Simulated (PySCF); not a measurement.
**Excitation energy of F⁺ by level of theory**

F⁺ [He] 2s2 2p4 (3P) → F⁺ [He] 2s2 2p3 3d1 (5D), as a difference of total energies. All numbers are calculated (PySCF 2.14, the spin-free X2C one-electron Hamiltonian (Gaussian nucleus), in aug-cc-pVQZ-DK (6s5p4d3f2g, 80 functions)). Correlated levels: valence: 1s2 frozen. The calculations carry no spin-orbit coupling.

| method | excitation energy (eV) |
| --- | --- |
| UHF | 30.888 |
| MP2 (valence) | 31.983 |
| SCS-MP2 (valence) | 32.195 |
| CCSD (valence) | 31.986 |
| CCSD(T) (valence) | 32.001 |

How much does correlation contribute at CCSD(T) (valence)?

32.001 − (30.888) = 1.113 eV, measured against UHF.

A first-order spin-orbit estimate (lowest level to lowest level, LS coupling) adds 0.020 eV.

The promoted electron is Rydberg-like, and one or two diffuse shells describe it only roughly, which tends to raise the upper state.
